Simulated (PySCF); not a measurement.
Electronic absorption of 1-cyclobutylethanol

Compound: 1-cyclobutylethanol, C6H12O.
Atom-mapped SMILES: `[CH3:1][C@@H:2]([OH:3])[CH:4]1[CH2:5][CH2:6][CH2:7]1` (hydrogens: H8, H9, H10 on C1; H11 on C2; H12 on O3; H13 on C4; H14, H15 on C5; H16, H17 on C6; H18, H19 on C7)

Structure used (GFN2-xTB), in Å, numbered top down from 1:
```
atom  x, y, z in Å
C1    -2.1287   -0.5329    0.6459
C2    -1.0937   -0.3732   -0.4690
O3    -1.6680    0.1988   -1.6262
C4     0.1061    0.4435    0.0124
C5     1.2826    0.5608   -0.9750
C6     2.2439    0.0795    0.1218
C7     1.0435   -0.2362    1.0271
H8    -1.6922   -1.0531    1.4933
H9    -2.9809   -1.1013    0.2816
H10   -2.4775    0.4435    0.9803
H11   -0.7525   -1.3614   -0.7970
H12   -1.9826    1.0824   -1.4033
H13   -0.2433    1.4210    0.3573
H14    1.4714    1.5588   -1.3644
H15    1.1932   -0.1295   -1.8108
H16    2.8808    0.8704    0.5119
H17    2.8669   -0.7722   -0.1414
H18    1.0677    0.2129    2.0177
H19    0.8536   -1.3027    1.1301
```

Method: TDDFT PBE0/def2-SVPD, vertical, gas phase, core orbitals frozen in the response in PySCF 2.14.0, density-fitted response routines.

Problem. What does the calculation give for the low-lying excited states?

Solution. 

```csv
state,E (eV),E (kJ/mol),λ (nm),f,"main configurations (H = HOMO, L = LUMO)"
S1,6.87,663,180.5,0.011,H→L (90%)
S2,7.48,722,165.8,0.0076,H→L+1 (88%)
S3,7.70,743,160.9,0.0081,"H→L+3 (62%), H→L+2 (32%)"
S4,7.82,754,158.6,0.0036,"H→L+2 (64%), H→L+3 (32%)"
S5,8.00,772,155.0,0.012,H-1→L (94%)
S6,8.21,792,151.1,0.010,H-2→L (84%)
```

Triplets (Tamm–Dancoff): T1 6.63 eV, H→L (81%); T2 7.39 eV, H→L+1 (82%), H→L (10%).

The lowest singlet lies at 6.87 eV (180 nm, vacuum ultraviolet) and is weak; its leading configuration is HOMO→LUMO (90%). The largest oscillator strength of a single state is 0.012. Löwdin shares by element: HOMO oxygen 43%, carbon 33% or more (atoms not listed hold the other 23%); LUMO hydrogen 26% or more, oxygen 18%, carbon 12% or more (atoms not listed hold the other 44%). The oscillator strengths of these states sum to 0.053; summed over the whole spectrum of an exact calculation they would give the number of electrons, 56 (Thomas–Reiche–Kuhn). Orbital energies (eV): HOMO-3 -8.91, HOMO-2 -8.66, HOMO-1 -8.47, HOMO -7.58, LUMO 0.63, LUMO+1 0.96, LUMO+2 1.22. Weighted by f, the mean energy of these states is 7.67 eV. Singlets were solved by full linear response, triplets in the Tamm–Dancoff approximation.

Time: 47 s of wall time (grids of density and orbitals included); peak memory 0.96 GiB. Hardware: an Arm Neoverse V1 with one thread, shared host.

One conformer stands for the species.
